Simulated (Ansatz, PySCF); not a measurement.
H2OSTe, singlet, geometry from GFN2-xTB (all electrons, no relativity), with bond 3-2 at 1.8 times its length. Base run: CASSCF(4,6)/STO-3G in PySCF.

The PySCF input:
```python
from pyscf import gto, scf, mcscf
import numpy

mol = gto.Mole()
mol.atom = '''
    Te    0.54520299   -0.00580676    0.04251679
    O    -0.15605852   -1.78592363    0.57751236
    H    -0.42966981   -2.81120757   -0.78330467
    S    -1.55457082    0.97661555   -0.46367796
    H    -1.92088919    1.31901721    0.76637287
'''
mol.basis = 'sto-3g'
mol.verbose = 4
mol.build()

mf = scf.RHF(mol)
mf.kernel()
mc = mcscf.CASSCF(mf, 6, 4)
mc.fix_spin_(ss=0.0)
mc.kernel()
occ = numpy.linalg.eigvalsh(mc.fcisolver.make_rdm1(mc.ci, mc.ncas, mc.nelecas))[::-1]
ss = mc.fcisolver.spin_square(mc.ci, mc.ncas, mc.nelecas)[0]
print('natural occupations', occ.round(4), ' <S^2>', round(ss, 4))
```

Programs used: Ansatz (a quantum-chemistry and plane-wave program), PySCF; a row that names a program was run with it.

The base run was repeated with changes; each row names its change, and settings that it needs were set with it.

```csv
change,ΔE vs base (mEh),natural occupations,<S^2> of the state
base,0.000,1.93 1.64 0.36 0.07 0.00 0.00,0.00
"active space = 10 electrons, 8 orbitals",-25.440,1.99 1.99 1.96 1.93 1.65 0.36 0.08 0.05,0.00
code = ansatz,0.008,-,-
solver = newton,0.000,1.93 1.64 0.36 0.07 0.00 0.00,0.00
orbitals = fixed (CASCI),141.9,1.99 1.98 0.02 0.01 0.00 0.00,0.00
conv_tol = 1e-5,0.000,1.93 1.64 0.36 0.07 0.00 0.00,0.00
"code = ansatz; correction = SC-NEVPT2, all electrons",-32.167,-,-
orbitals = fixed (CASCI); correction = SC-NEVPT2,23.352,1.99 1.98 0.02 0.01 0.00 0.00,0.00
correction = SC-NEVPT2,-32.177,1.93 1.64 0.36 0.07 0.00 0.00,0.00
"active space = 4 electrons, 4 orbitals",19.985,1.96 1.62 0.38 0.04,0.00
start = MP2 natural orbitals,0.000,1.93 1.64 0.36 0.07 0.00 0.00,0.00
```

Active orbitals are taken around the Fermi level unless the row says otherwise; CASSCF can end in different local minima, and two programs can end on different orbitals. State-averaged rows give the lowest state.
